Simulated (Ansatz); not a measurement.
Abridged output of a molecular run in Ansatz:

```
Functional definition: HF
1616 factors; integrals over basis functions are off by at most 1.5e-3 eV
mean field evaluation 1: about -16681.2570 eV, gradient 5.6e1 eV
mean field evaluation 2: about -16681.5440 eV, gradient 5.6e1 eV
mean field evaluation 4: about -16687.1869 eV, gradient 4.1e0 eV
mean field evaluation 8: about -16687.2611 eV, gradient 3.8e-1 eV
mean field evaluation 16: about -16687.2623 eV, gradient 2.5e-6 eV
mean field -16687.26228974 eV, -613.2455781154 hartree, gradient 2.5e-6 eV, S^2 0.000000; 0 other end points of the search recorded, 0 dependent functions left out
10 core orbitals not correlated: weight in the atoms' cores, before any rotation towards them, 1.000 or more for the frozen orbitals, at most 0.000 for the correlated occupied ones
reference -16687.26228974 eV, -613.2455781154 hartree; 18, 18 occupied and 239, 239 virtual orbitals, 1616 factors
second order -31.82865769 eV of doubles, -0.00000000 eV of singles
cycle   1  -31.67827949 eV  change    1.5e-1 eV  update   1.1e-1
cycle   2  -32.36208341 eV  change   -6.8e-1 eV  update   3.3e-2
cycle   3  -32.52129061 eV  change   -1.6e-1 eV  update   1.7e-2
cycle   4  -32.50283370 eV  change    1.8e-2 eV  update   4.0e-3
cycle   5  -32.50177149 eV  change    1.1e-3 eV  update   2.0e-3
cycle   6  -32.50327043 eV  change   -1.5e-3 eV  update   6.0e-4
cycle   7  -32.50312062 eV  change    1.5e-4 eV  update   2.8e-4
cycle   8  -32.50294439 eV  change    1.8e-4 eV  update   8.7e-5
cycle   9  -32.50296739 eV  change   -2.3e-5 eV  update   4.1e-5
perturbative correction -1.22643496 eV, -0.0450706535 hartree
Total energy: -16720.99169209 eV, -614.4851107890 hartree
```

Its atoms:

Cartesian coordinates in Å:
```
C 0.122 0.706 -2.062
N -0.307 -0.101 -1.200
Si -0.177 0.065 0.508
N 0.639 -1.213 1.266
O -1.714 0.205 1.015
F 0.673 1.364 0.897
H 0.004 0.488 -3.131
H 0.628 1.654 -1.824
H 0.371 -2.169 1.099
H 1.620 -1.130 1.473
H -1.861 0.129 1.959
```

Task: Which basis set was used?
A. cc-pV(D+d)Z
B. def2-TZVPP
C. def2-SVPD
D. def2-TZVPPD

Result: B. It gives 267 functions.

Task: Write the keys of the input that set method, charge and spin (a neutral closed shell needs none for the last two).

Result: 
```yaml
correlation: {method: ccsd_t}
```
